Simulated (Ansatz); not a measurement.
AlH$_{7}$O$_{3}$Si$_{2}$, SMILES `[OH][Al]([O][SiH3])[O][SiH3]` at its PBE0-D4/def2-TZVP geometry, where that method's forces vanish. Charge 0, multiplicity 1.

```xyz
13

O    -0.1741   -2.5943   -0.6365
Al   -0.1256   -0.9754   -0.1740
O     0.9214    0.0515   -0.9707
Si    2.0202    0.7740   -1.9224
O    -1.1036   -0.3981    1.0578
Si   -1.8029    0.6061    2.1272
H    -0.7520   -3.2291   -0.2170
H     2.2381    2.1719   -1.4658
H     1.5434    0.7983   -3.3308
H     3.3147    0.0442   -1.8654
H    -1.5725    0.1059    3.5083
H    -1.2402    1.9787    2.0145
H    -3.2670    0.6663    1.8749
```

Q: What forces (eV/Å) does ωB97M-V/def2-TZVPP give on these atoms in the Gaussian-basis code of Ansatz? (Best estimate.)

A: Ansatz gave: 
```
O1  -0.038 -0.097  0.011
Al2 -0.004 -0.035 -0.008
O3   0.002  0.022  0.004
Si4  0.213  0.143 -0.182
O5  -0.021 -0.019  0.016
Si6 -0.138  0.174  0.204
H7   0.028  0.001 -0.030
H8  -0.025 -0.166 -0.055
H9   0.054 -0.002  0.168
H10 -0.154  0.086 -0.004
H11 -0.027  0.061 -0.164
H12 -0.064 -0.162  0.010
H13  0.174 -0.006  0.030
```
